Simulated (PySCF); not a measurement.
Dissociation curve of MgF, doublet.

Computed with: UMP2/3-21G = unrestricted MP2 (frozen core)/3-21G run with PySCF; UCCSD(T) = CCSD(T) on UHF/cc-pVDZ, 2 core orbitals frozen run with PySCF.

Energies relative to the lowest point of each curve near equilibrium, in kJ/mol:

```tsv
R / Å	UMP2/3-21G
1.43	206.9
1.50	108.4
1.57	48.3
1.72	0.7
1.76	0.0
1.80	2.7
1.86	11.7
1.94	30.6
2.05	65.0
2.21	124.1
2.39	195.5
2.67	324.7
```

Q: What does UCCSD(T) give at the same points?

A: 1.43: 222.3; 1.50: 121.8; 1.57: 58.8; 1.72: 3.0; 1.76: 0.0; 1.80: 0.4; 1.86: 6.1; 1.94: 20.9; 2.05: 50.1; 2.21: 102.3; 2.39: 165.0; 2.67: 256.3 (kJ/mol).

The scan ran from 1.43 to 7.12 Å; beyond the distances shown one of the unrestricted levels run for this scan, shown here or not, changes its spin distribution in one step. The unrestricted determinant behind UMP2/3-21G is spin-contaminated at 2.67 Å (<S²> up to 0.9, against 0.75 for a pure doublet).
